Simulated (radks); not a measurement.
Task: Zr I, 40 electrons, occupied as [Kr] 4d2 5s2 (the NIST ground configuration). Method: scalar-relativistic Kohn-Sham, PBEsol, spin-polarised, spherical densities, finite nucleus; open shells are filled with parallel spins first (spin-orbit coupling, left out, can overturn this in heavy ions); Fermi nuclear charge, rms radius 4.2694 fm; hard spherical wall at 3.5 bohr; computed with a radial shooting solver on a logarithmic mesh with Libxc functionals. Some entries of the table are withheld. Estimate them.

orbital,occ.,eigenvalue (hartree),<r> (bohr),<r^2> (bohr^2)
1s down,1,-654.0315,0.03708,0.001854
1s up,1,-654.0313,0.03708,0.001854
2s up,1,-90.14015,0.1627,0.03120
2s down,1,-90.13301,0.1627,0.03120
2p up,3,-80.33876,0.1418,0.02457
2p down,3,-80.33344,0.1418,0.02457
3s up,1,-14.30597,0.4591,0.2417
3s down,1,-14.30168,0.4591,0.2417
3p up,3,-11.11483,0.4628,0.2497
3p down,3,-11.11009,0.4628,0.2497
3d up,5,-5.87228,0.4536,0.2491
3d down,5,-5.86524,0.4535,0.2489
4s up,1,-1.55694,1.234,1.727
4s down,1,-1.51330,1.229,1.713
4p up,3,-0.76905,1.389,2.194
4p down,3,-0.72021,1.384,2.181
4d up,2,0.31887,1.752,3.424
4d down,0,0.37234,1.753,3.431
5s up,1,0.62997,2.153,5.108
5s down,1,0.67135,2.160,5.133
5p up,0,(1),2.138,5.137
5p down,0,(2),2.144,5.160
4f up,0,1.25527,2.108,4.745
4f down,0,1.30607,2.114,4.773
6s up,0,3.09663,2.064,4.989
6s down,0,3.13621,2.063,4.983

Result: 
(1) 5p up eigenvalue (hartree): 1.01982
(2) 5p down eigenvalue (hartree): 1.05782
